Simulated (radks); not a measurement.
Task: Species: Cd2+. Configuration: [Kr] 4d9 6f1 (not the ground configuration). All-electron calculation, scalar-relativistic Kohn-Sham, PBE, spin-unpolarised, spherical densities, finite nucleus; Fermi nuclear charge, rms radius 4.6087 fm. Program: a radial shooting solver on a logarithmic mesh with Libxc functionals. Some entries of the table are withheld. Estimate them.

| orbital | occ. | eigenvalue (Ry) | <1/r> (bohr^-1) | <r> (bohr) |
|---|---|---|---|---|
| 1s | 2 | -1951.968 | 50.64 | 0.03040 |
| 2s | 2 | -291.8897 | (1) | 0.1317 |
| 2p | 6 | -262.1693 | 11.11 | 0.1149 |
| 3s | 2 | -56.39436 | 4.063 | (2) |
| 3p | 6 | -46.64358 | 3.870 | 0.3570 |
| 3d | 10 | -31.38374 | 3.642 | 0.3347 |
| 4s | 2 | -10.19432 | 1.577 | 0.8758 |
| 4p | 6 | -7.31595 | (3) | (4) |
| 4d | 9 | (5) | 1.110 | 1.198 |
| 6f | 1 | -0.23975 | 0.1052 | 14.15 |

Result: 
(1) 2s <1/r> (bohr^-1): 11.52
(2) 3s <r> (bohr): 0.3583
(3) 4p <1/r> (bohr^-1): 1.426
(4) 4p <r> (bohr): 0.9523
(5) 4d eigenvalue (Ry): -3.16815
